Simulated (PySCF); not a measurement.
From computed data to an observable: entropy of an ideal gas

CCl₃, SMILES [C](Cl)(Cl)Cl, multiplicity 2.

Geometry optimised at PBE0-D3(BJ)/def2-SVP. The isomer is the one that the SMILES or the coordinates give; other isomers of the formula were not compared.

PBE0-D3(BJ)/def2-SVP in PySCF gives the harmonic wavenumbers 275, 276, 323, 514, 929, 929 cm⁻¹ and the rotational temperatures 0.1594, 0.1594, 0.0802 K. The molar mass is 118.36 g/mol, the symmetry number 3, the spin multiplicity 2.

Problem. Work out the entropy at 298.15 K and 1 atm in the rigid-rotor, harmonic-oscillator model.

Solution. 
Translation (Sackur–Tetrode at 1 atm): S = R[1.5 ln M + 2.5 ln T − 1.16487] = 168.3 J/(mol K).
Rotation: q = (√π/σ) T^1.5/√(θA θB θC) = 67400, S = R[ln q + 3/2] = 104.9 J/(mol K).
Vibration: with u = 1.4388 ν/T, each mode gives R[u/(e^u − 1) − ln(1 − e^−u)]:
```csv
ν (cm⁻¹),modes,u,S (J/(mol K))
275,1,1.33,6.55
276,1,1.33,6.52
323,1,1.56,5.42
514,1,2.48,2.61
929,2,4.48,1.04
```
These are all the modes. Sum 22.1 J/(mol K).
Spin: R ln 2 = 5.8 J/(mol K).
Total 301.1 J/(mol K); the program's own thermochemistry gives 301.1. Translation makes up 56 % and vibration 7 %. Anharmonicity, hindered rotation and orbital degeneracy are left out.
